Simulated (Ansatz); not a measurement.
Start from `C#[C][GeH2][OH]` and change one atom or group to get `C#[C][GeH2][NH2]`.

Ansatz, PBE0-D4/def2-TZVP geometries, multiplicity 1. Each molecule was computed in one conformer, which needn't be the lowest.

Scalar relativity is left out up to krypton.

| property | `C#[C][GeH2][OH]` |
| --- | --- |
| size of the dipole moment (B3LYP/def2-TZVPP) / D | 1.31 |
| HOMO energy (B3LYP/def2-TZVPP) / eV | -7.97 |
| LUMO energy (PBE/def2-TZVPP) / eV | -1.37 |
| HOMO–LUMO gap (PBE0/def2-TZVPP) / eV | 7.74 |
| HOMO energy (PBE0/def2-TZVPP) / eV | -8.20 |
| size of the dipole moment (PBE/def2-TZVPP) / D | 1.20 |

Task: What does the change do to each property? (Best estimate.)

Result: Ansatz gave: 
```tsv
property	`C#[C][GeH2][NH2]`	shift
size of the dipole moment (B3LYP/def2-TZVPP) / D	1.08	-0.23
HOMO energy (B3LYP/def2-TZVPP) / eV	-7.31	0.66
LUMO energy (PBE/def2-TZVPP) / eV	-1.01	0.36
HOMO–LUMO gap (PBE0/def2-TZVPP) / eV	7.45	-0.29
HOMO energy (PBE0/def2-TZVPP) / eV	-7.57	0.63
size of the dipole moment (PBE/def2-TZVPP) / D	1.05	-0.15
```

With PBE0 the HOMO rises by 0.63 eV and the LUMO rises by 0.33 eV, so the gap narrows by about 0.30 eV. PBE moves the HOMO by 0.73 eV and ωB97M-V by 0.52 eV. The zero-point energy changes by 32.9 kJ/mol with +3 modes. Dipoles are sizes alone; their direction can turn.

B3LYP here is the variant with VWN-RPA as its local correlation; programs differ in this.
